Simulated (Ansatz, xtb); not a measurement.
C5H9FSi: which of two isomers lies lower

Structure a is `F[SiH2]C=C1CCC1`, a singlet and structure b is `F[C@@H]1C=C([SiH3])CC1`, a singlet. Both are isolated molecules in the gas phase, relaxed with B3LYP/def2-SVP; each stands in its lowest conformer found.

Question: Estimate E(b) − E(a) at the level CCSD(T)/def2-SVP + ΔMP2/def2-TZVPP.

Answer: Calculated at CCSD(T)/def2-SVP + ΔMP2/def2-TZVPP: E(b) − E(a) = +25.8 kcal/mol, so structure a lies lower.

How the difference moves with the method:

```csv
level,geometry,E(b) − E(a) (kcal/mol),departure from the last row (kcal/mol),"job, with rough time for the two"
GFN2-xTB,GFN2-xTB,+26.1,+0.3,"optimisation, 0.18 s"
HF/STO-3G,GFN2-xTB,−9.2,−34.9,"single point, 0.32 s"
r2SCAN-D4/def2-SVP,GFN2-xTB,+20.9,−4.9,"single point, 3.6 s"
B3LYP/def2-SVP,B3LYP/def2-SVP,+22.8,−2.9,"optimisation, 59 s"
HF/def2-SVP,B3LYP/def2-SVP,+23.0,−2.7,part of the CCSD(T) run
MP2/def2-SVP,B3LYP/def2-SVP,+23.6,−2.2,part of the CCSD(T) run
CCSD(T)/def2-SVP,B3LYP/def2-SVP,+21.8,−4.0,single point
CCSD(T)/def2-SVP + ΔMP2/def2-TZVPP,B3LYP/def2-SVP,+25.8,,"single point, 82 s"
```

As drawn, b has 1 C–F, 1 Si–H in place of 1 F–Si, 1 C–H. Structure a has a 4-membered ring, b a 5-membered ring.

HF/STO-3G puts the two in the other order. The largest departure from CCSD(T)/def2-SVP + ΔMP2/def2-TZVPP is that of HF/STO-3G, 34.9 kcal/mol. The last row adds to CCSD(T) the change of the MP2 difference between the two basis sets, here +4.0 kcal/mol, a large step that makes the value less sure.

With thermal terms from frequencies at re-optimised GFN2-xTB minima (ideal gas, soft modes damped towards free rotors, one conformer each, 298.15 K, 1 atm): on the last row, ΔE + ΔZPE = +24.4, ΔH = +24.2, ΔG = +24.7 kcal/mol.

The correlated steps freeze 11 core orbitals. Mirror images aren't counted in ΔG. Codes used: Ansatz 0.2.0, xtb 6.7.1; the last row on 4 threads of Arm Neoverse V2 on a shared host.
